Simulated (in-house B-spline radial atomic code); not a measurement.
Ba⁸⁺. Computed with a B-spline radial atomic code. Model: all-electron spherical atom, spin shells full or empty, radial basis limit, no spin-orbit coupling, Breit or QED, empty-state partial waves extrapolated as (l+1/2)^-4, RPA, G0W0 and static COHSEX of the highest shell as one setting changes (uncorrelated shells keep exact exchange).

Given: element Ba; charge 8; filled core Kr; hamiltonian one-electron scalar X2C; mean-field start Hartree-Fock; highest l of empty states 9; nuclear rms radius 4.8378 fm; highest mean-field shell 5s.

Shell: 4d 5 5, 5s 1 1 (electrons up and down).

```json
{"lowest nl shells left uncorrelated": "0", "RPA correlation energy (hartree)": "-3.7041", "G0W0 level (eV)": "-131.28", "G0W0 minus most complete (meV)": "0", "COHSEX level (eV)": "-133.27", "removal by RPA minus most complete (meV)": "0"}
{"lowest nl shells left uncorrelated": "1", "RPA correlation energy (hartree)": "?", "G0W0 level (eV)": "?", "G0W0 minus most complete (meV)": "?", "COHSEX level (eV)": "?", "removal by RPA minus most complete (meV)": "?"}
{"lowest nl shells left uncorrelated": "2", "RPA correlation energy (hartree)": "-3.3279", "G0W0 level (eV)": "-131.29", "G0W0 minus most complete (meV)": "-4.2", "COHSEX level (eV)": "-133.28", "removal by RPA minus most complete (meV)": "5"}
{"lowest nl shells left uncorrelated": "3", "RPA correlation energy (hartree)": "?", "G0W0 level (eV)": "?", "G0W0 minus most complete (meV)": "?", "COHSEX level (eV)": "?", "removal by RPA minus most complete (meV)": "?"}
{"lowest nl shells left uncorrelated": "4", "RPA correlation energy (hartree)": "-2.5956", "G0W0 level (eV)": "-131.3", "G0W0 minus most complete (meV)": "-19.7", "COHSEX level (eV)": "-133.31", "removal by RPA minus most complete (meV)": "23.1"}
{"lowest nl shells left uncorrelated": "5", "RPA correlation energy (hartree)": "-2.071", "G0W0 level (eV)": "-131.29", "G0W0 minus most complete (meV)": "-5.1", "COHSEX level (eV)": "-133.29", "removal by RPA minus most complete (meV)": "12.6"}
{"lowest nl shells left uncorrelated": "6", "RPA correlation energy (hartree)": "-1.2322", "G0W0 level (eV)": "-131.19", "G0W0 minus most complete (meV)": "88.3", "COHSEX level (eV)": "-133.15", "removal by RPA minus most complete (meV)": "-58.8"}
{"lowest nl shells left uncorrelated": "7", "RPA correlation energy (hartree)": "-1.0872", "G0W0 level (eV)": "-131.27", "G0W0 minus most complete (meV)": "10.4", "COHSEX level (eV)": "-133.29", "removal by RPA minus most complete (meV)": "8.4"}
{"lowest nl shells left uncorrelated": "8", "RPA correlation energy (hartree)": "-0.67338", "G0W0 level (eV)": "-131.14", "G0W0 minus most complete (meV)": "140.3", "COHSEX level (eV)": "-133.08", "removal by RPA minus most complete (meV)": "-147.4"}
{"lowest nl shells left uncorrelated": "9", "RPA correlation energy (hartree)": "-0.057557", "G0W0 level (eV)": "-129.98", "G0W0 minus most complete (meV)": "1303", "COHSEX level (eV)": "-131.4", "removal by RPA minus most complete (meV)": "-1409.8"}
```

(1) What follows for lowest nl shells left uncorrelated = 1?

(2) What follows for lowest nl shells left uncorrelated = 3?

Results:

(1) RPA correlation energy -3.5216 hartree; G0W0 level -131.28 eV; G0W0 minus most complete 0.4 meV; COHSEX level -133.26 eV; removal by RPA minus most complete -0.2 meV.

(2) RPA correlation energy -2.7712 hartree; G0W0 level -131.28 eV; G0W0 minus most complete 0.9 meV; COHSEX level -133.26 eV; removal by RPA minus most complete 2 meV.
